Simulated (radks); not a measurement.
Trend from C3+ to Pb3+: ionisation energy by Delta-SCF between NIST ground configurations, and size. All-electron calculation, scalar-relativistic Kohn-Sham, r2SCAN, spin-polarised, spherical densities, finite nucleus; open shells are filled with parallel spins first (spin-orbit coupling, left out, can overturn this in heavy ions); meta-GGA in the generalised Kohn-Sham scheme; Fermi nuclear charge, rms radius of each element as measured or else 0.836 A^(1/3) + 0.57 fm. Program: a radial shooting solver on a logarithmic mesh with Libxc functionals.

| species | configuration | IE (eV) | NIST (eV) | kind | -e(HOMO) (eV) |
|---|---|---|---|---|---|
| C3+ | [He] 2s1 | 64.397 | 64.494 | exp. | 58.072 (2s) |
| Si3+ | [Ne] 3s1 | 45.106 | 45.142 | exp. | 40.657 (3s) |
| Ge3+ | [Ar] 3d10 4s1 | 46.326 | 45.716 | exp. | 41.527 (4s) |
| Sn3+ | [Kr] 4d10 5s1 | 40.953 | 40.74 | exp. | 36.675 (5s) |
| Pb3+ | [Xe] 4f14 5d10 6s1 | 42.693 | 42.333 | exp. | 38.207 (6s) |

Reference values: NIST Atomic Spectra Database (exp. = measured, semi-emp. = semi-empirical, theory = theoretical value adopted there).
